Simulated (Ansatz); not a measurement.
CH2ClFO2Si, SMILES O=CO[Si@@H](F)Cl.

Geometry optimised at B3LYP-D3(BJ)/def2-SVP. The structure was generated by enumeration; whether it is a known compound was not checked. One conformer was computed; it need not be the lowest.

Two levels are set side by side: PBE/def2-SVPD (Ansatz, a quantum-chemistry and plane-wave program) and PBE0/def2-SVPD (Ansatz). Energy differences of separate SCF runs at the same geometry; the states with an electron removed or added have multiplicity 2 and 2. Differences are taken from unrounded values.

| quantity | PBE0 |
|---|---|
| vertical ionisation energy (eV) | 11.18 |
| vertical singlet–triplet gap (eV) | 4.97 |

### Question
What does PBE give, and how far is it from PBE0? (The exact figures need the calculation; the answer reports its results.)

### Answer

```csv
quantity,PBE,PBE minus PBE0
vertical ionisation energy (eV),10.67,-0.51
vertical singlet–triplet gap (eV),5.01,0.04
```
